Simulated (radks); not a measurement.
Values are calculated unless marked as measured or tabulated.
Coulomb parameter of the 3d shell of neutral iron in the model configuration [Ar] 3d5 4s2 4p1, as a second difference U = [E(n + 0.5) + E(n - 0.5) - 2 E(n)] / (0.5)^2 with all orbitals relaxed. "Bare": the charge of the atom changes with n. "Screened": the 4p shell takes up the change at fixed total charge, which measures U(3d,3d) + U(4p,4p) - 2 U(3d,4p). Code: a radial shooting solver on a logarithmic mesh with Libxc functionals. Model: Dirac Kohn-Sham, LDA (Slater exchange, Perdew-Wang correlation), spin-unpolarised, spherical densities, finite nucleus; open shells are shared between the two j in proportion to 2j + 1; Fermi nuclear charge, rms radius 3.7377 fm.

| case | configuration | E - E(n) (eV) |
|---|---|---|
| start | [Ar] 3d5 4s2 4p1 | 0.000 |
| bare +0.5 | [Ar] 3d5.5 4s2 4p1 | -5.605 |
| bare -0.5 | [Ar] 3d4.5 4s2 4p1 | 8.935 |
| screened +0.5 | [Ar] 3d5.5 4s2 4p0.5 | -5.097 |
| screened -0.5 | [Ar] 3d4.5 4s2 4p1.5 | 6.541 |

U(bare) = 13.321 eV, U(screened by 4p) = 5.775 eV, against the Slater integral F0(3d,3d) = 24.397 eV with frozen orbitals. The step up makes a negative ion, whose loosely bound charge lowers the bare value.
